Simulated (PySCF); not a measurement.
B(Cl)(Br)(vinyl) (C2H3BBrCl), SMILES C=CB(Cl)Br. Atoms are numbered in the order given.

```xyz
8

B     -0.1663     0.5994     0.0000
Cl     0.9836     1.9210     0.0000
Br     0.5153    -1.1922     0.0000
C     -1.6807     0.8949     0.0000
C     -2.6307    -0.0535     0.0000
H     -1.9911     1.9466     0.0000
H     -3.6975     0.1926     0.0000
H     -2.3687    -1.1170     0.0000
```
Charge 0, spin multiplicity 1.

Geometry: PBE0-D3(BJ)/def2-SVP. This is a generated structure with no PubChem entry under its InChIKey; it may be hypothetical. Other conformers were not sampled.

Two levels are set side by side: PBE/pcSseg-1 (PySCF) and PBE0/pcSseg-1 (PySCF). GIAO shifts against BF3 (¹¹B), HCl (³⁵Cl), TMS (¹H), TMS (¹³C) at the same level; non-relativistic, no solvent, atoms listed together averaged. Without spin–orbit terms, shifts of atoms bonded to Cl or Br come out too high at both levels. Differences are taken from unrounded values.

| quantity | PBE0 | PBE | PBE minus PBE0 |
|---|---|---|---|
| δ(¹¹B) of B1 (ppm) | 49.1 | 48.5 | -0.6 |
| δ(³⁵Cl) of Cl2 (ppm) | 298.9 | 339.2 | 40.3 |
| δ(¹³C) of C4 (ppm) | 147.3 | 147.8 | 0.4 |
| δ(¹³C) of C5 (ppm) | 160.2 | 156.5 | -3.8 |
| δ(¹H) of H6 (ppm) | 6.95 | 6.95 | 0.00 |

Rough cost on one machine, each run with all the roots and properties that it gave: PBE0 against PBE within a factor of 2.
